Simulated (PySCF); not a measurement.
A PySCF script (with the pyscf-properties extension) for the NMR shieldings of `InChI=1S/C4H8B2/c1-2-6-4-3-5-1/h1-2,5-6H,3-4H2`, on a GFN2-xTB geometry:

```python
import basis_set_exchange as bse
import numpy as np
from pyscf import gto, dft
from pyscf.prop import nmr

atoms = """
B     0.373101   -1.460144    0.160807
C     1.587631   -0.516120   -0.014259
C     1.445694    0.820864   -0.143757
B     0.056223    1.502545   -0.187580
C    -1.224139    0.596190   -0.225634
C    -1.050869   -0.825327    0.337124
H     0.522775   -2.622187    0.225194
H     2.594442   -0.927936   -0.022315
H     2.345493    1.425866   -0.231657
H    -0.034076    2.670715   -0.253426
H    -1.461623    0.500383   -1.293456
H    -2.105369    1.071584    0.214327
H    -1.860974   -1.471329   -0.012418
H    -1.188989   -0.765576    1.424883
"""
names = dict.fromkeys(["B", "C", "H"], "pcSseg-1")
basis = {el: gto.basis.parse(bse.get_basis(n, elements=[el], fmt="nwchem")) for el, n in names.items()}
mol = gto.M(atom=atoms, basis=basis, charge=0, verbose=0)
mf = dft.RKS(mol, xc="PBE0")
mf.grids.level = 2
mf.grids.alignment = dft.numint.BLKSIZE   # the property module wants whole blocks of grid points
mf.conv_tol = 1e-9
mf.kernel()

calc = nmr.RKS(mf)   # GIAO
C = mf.mo_coeff
Co = C[:, mf.mo_occ > 0]
resp = mf.gen_response(singlet=True, hermi=2)
def vind(x):   # induced exchange potential for any number of trial vectors
    d = np.einsum("pi,xij,qj->xpq", C, 2 * x.reshape(-1, C.shape[1], Co.shape[1]), Co, optimize=True)
    return np.einsum("xpq,pi,qj->xij", resp(d - d.transpose(0, 2, 1)), C, Co, optimize=True).ravel()
mo1, _ = nmr.rhf.solve_mo1(calc, with_cphf=vind)
sigma = calc.kernel(mo1)
for i, s in enumerate(sigma):   # ppm
    w = np.linalg.eigvalsh((s + s.T) / 2)
    print("%2d %-2s iso %8.1f  s11 %8.1f  s22 %8.1f  s33 %8.1f" % (i, mol.atom_pure_symbol(i), w.mean(), *w))
```

Q: What does it print?

A: 
```
 0 B  iso     23.0  s11    -57.4  s22     -0.1  s33    126.6
 1 C  iso     20.4  s11   -110.7  s22     -7.6  s33    179.4
 2 C  iso     20.3  s11   -110.7  s22     -7.6  s33    179.4
 3 B  iso     23.0  s11    -57.5  s22     -0.2  s33    126.6
 4 C  iso    155.5  s11    125.5  s22    153.6  s33    187.2
 5 C  iso    155.4  s11    125.5  s22    153.7  s33    187.1
 6 H  iso     24.0  s11     18.1  s22     26.2  s33     27.8
 7 H  iso     23.3  s11     19.4  s22     23.5  s33     27.1
 8 H  iso     23.3  s11     19.4  s22     23.5  s33     27.1
 9 H  iso     24.0  s11     18.1  s22     26.2  s33     27.8
10 H  iso     30.8  s11     26.0  s22     29.4  s33     36.9
11 H  iso     29.1  s11     24.2  s22     29.0  s33     34.3
12 H  iso     29.1  s11     24.2  s22     29.0  s33     34.3
13 H  iso     30.8  s11     26.0  s22     29.4  s33     36.9
```

These numbers come from an equivalent density-fitted implementation of the same equations, which agrees with the script to about 0.01 ppm for H and up to a few tenths of a ppm for heavy atoms, so last digits may differ.

Size and cost of the density-fitted run: 142 basis functions, 33 s wall time on 1 thread of an Arm Neoverse N1, shared host; peak memory 0.69 GiB.
